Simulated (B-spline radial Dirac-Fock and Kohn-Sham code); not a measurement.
**Auger parameter of osmium: the K level and its strongest K-LL line**

Method: Dirac-Fock ΔSCF + Breit + QED. Computed with a B-spline atomic structure program. The modified Auger parameter α′ is the binding energy plus the kinetic energy of the Auger electron; it does not depend on the energy zero. For free ions it tends to fall with charge, since less charge screens the final holes.

| species | configuration | binding 1s (eV) | Auger line | kinetic (eV) | α′ (eV) |
| --- | --- | --- | --- | --- | --- |
| Os | [Xe] 4f14 5d6 6s2 | 73878.1 | L2L3 J=2 | 50341.0 | 124219.2 |
| Os | [Xe] 4f14 5d5 6s2 6p1 | 73883.2 | L2L3 J=2 | 50335.0 | 124218.2 |
| Os⁺ | [Xe] 4f14 5d6 6s1 | 73886.8 | L2L3 J=2 | 50331.0 | 124217.8 |
| Os²⁺ | [Xe] 4f14 5d6 | 73896.7 | L2L3 J=2 | 50320.1 | 124216.8 |
| Os³⁺ | [Xe] 4f14 5d5 | 73911.6 | L2L3 J=2 | 50303.3 | 124214.8 |
| Os³⁺ (Watson 1.8 Å) | [Xe] 4f14 5d5 | 73887.7 | L2L3 J=2 | 50327.2 | 124214.9 |
| Os³⁺ (Watson 2 Å) | [Xe] 4f14 5d5 | 73890.0 | L2L3 J=2 | 50324.8 | 124214.9 |
| Os⁴⁺ | [Xe] 4f14 5d4 | 73927.9 | L2L3 J=2 | 50285.2 | 124213.1 |
| Os⁴⁺ | [Xe] 4f14 5d3 6s1 | 73932.5 | L2L3 J=2 | 50279.5 | 124212.1 |
| Os⁴⁺ (Watson 2.7 Å) | [Xe] 4f14 5d4 | 73906.5 | L2L3 J=2 | 50306.5 | 124213.1 |
| Os⁵⁺ | [Xe] 4f14 5d3 | 73945.4 | L2L3 J=2 | 50266.0 | 124211.4 |
| Os⁵⁺ (Watson 2.2 Å) | [Xe] 4f14 5d3 | 73912.7 | L2L3 J=2 | 50298.8 | 124211.4 |
| Os⁶⁺ | [Xe] 4f14 5d2 | 73964.0 | L2L3 J=2 | 50245.8 | 124209.8 |
| Os⁷⁺ | [Xe] 4f14 5d1 | 73983.7 | L2L3 J=2 | 50224.6 | 124208.3 |
| Os⁷⁺ (Watson 1.6 Å) | [Xe] 4f14 5d1 | 73920.7 | L2L3 J=2 | 50287.6 | 124208.3 |
| Os⁷⁺ (Watson 2.7 Å) | [Xe] 4f14 5d1 | 73946.4 | L2L3 J=2 | 50261.9 | 124208.3 |
